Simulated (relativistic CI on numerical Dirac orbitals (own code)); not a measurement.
**d1 to d9 in one octahedral field**

Computed with a parametric ligand-field model without spin-orbit coupling, by exact diagonalisation: B = 710, C = 3040, 10Dq = 10400 cm⁻¹ (Oh; |10Dq|/B = 14.6) for every shell. Energies in cm⁻¹; the field energy is (0.6 n_e − 0.4 n_t2) × 10Dq of the ground term; g labels are left out.

```tsv
Shell	Ground term	Electrons in e	Field energy	First spin-allowed bands	Lowest term of other spin
d1	2T2	0.000	-4160	2E 10400	
d2	3T1	0.054	-7757	3T2 9289, 3T1 18828	1T2 10770
d3	4A2	0.000	-12480	4T2 10400, 4T1 16217	2E 14065
d4	5E	1.000	-6240	5T2 10400	3T1 7412
d5	?	?	?	?	?
d6	5T2	2.000	-4160	5E 10400	1A1 4668
d7	4T1	2.054	-7757	4T2 9289, 4T1 18828	2E 4018
d8	3A2	2.000	-12480	3T2 10400, 3T1 16217	1E 11482
d9	2E	3.000	-6240	2T2 10400
```

Problem. Fill in the row of d5.

Solution. Ground term: 6A1; Electrons in e: 2.000; Field energy: 0; First spin-allowed bands: none; Lowest term of other spin: 4T1 14179. Every shell keeps the spin of the free ion. Only d4 to d7 can choose; the field needed to pair spins is smallest for d6 and largest for d5, which loses most exchange energy. In the strong-field picture 10Dq must exceed about 6B + 5C = 19460 (d4), 7.5B + 5C = 20525 (d5), 2.5B + 4C = 13935 (d6) and 4B + 4C = 15000 (d7); mixing of terms shifts these bounds somewhat. High-spin d^(n+5) repeats the spin-allowed bands of d^n, since the half-filled shell is spherical.
